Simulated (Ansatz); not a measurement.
Compare A (`C1C[SiH2]O1`) with its isomer B (`CC(=O)[SiH3]`).

Computed with Ansatz on PBE0-D4/def2-TZVP structures; ΔE is electronic, products minus reactants. CBS: MP2 limit from def2 TZ/QZ plus the TZ coupled-cluster correction, frozen cores. DFT in def2-TZVPP. B3LYP here is the variant with VWN-RPA as its local correlation; programs differ in this.

Task: Which is lower in electronic energy at CCSD(T)/CBS, and by how much? (Estimate.)

Result: Ansatz gave: A, by 88.8 kJ/mol.

Task: Give E(B) − E(A) in kJ/mol with CCSD/def2-TZVPP, BLYP-D4, r2SCAN-D4, B3LYP-D4, MP2/def2-TZVPP, ωB97M-V, B2PLYP. (Estimate.)

Result: The calculation gave: CCSD/def2-TZVPP 88.5, BLYP-D4 54.8, r2SCAN-D4 81.7, B3LYP-D4 70.6, MP2/def2-TZVPP 97.2, ωB97M-V 89.1, B2PLYP 78.0. None reverses the order clearly.

Task: Does the order hold for the free energy at 298.15 K (harmonic terms from PBE0-D4)? (An estimate is asked.)

Result: Ansatz gave: Yes: G(B) − G(A) = +64.6 kJ/mol. Modes under 60 cm⁻¹, often nearly free rotors, make the harmonic entropy too high.

Largest T1 diagnostic: 0.015.

At CCSD(T), def2-SVP lies −38.7 kJ/mol from the extrapolated value and def2-TZVPP −3.3 kJ/mol. In def2-TZVPP, CCSD(T) changes the Hartree–Fock value by +9.7 kJ/mol (the triples alone add −2.9 kJ/mol) and MP2 by +21.3 kJ/mol.
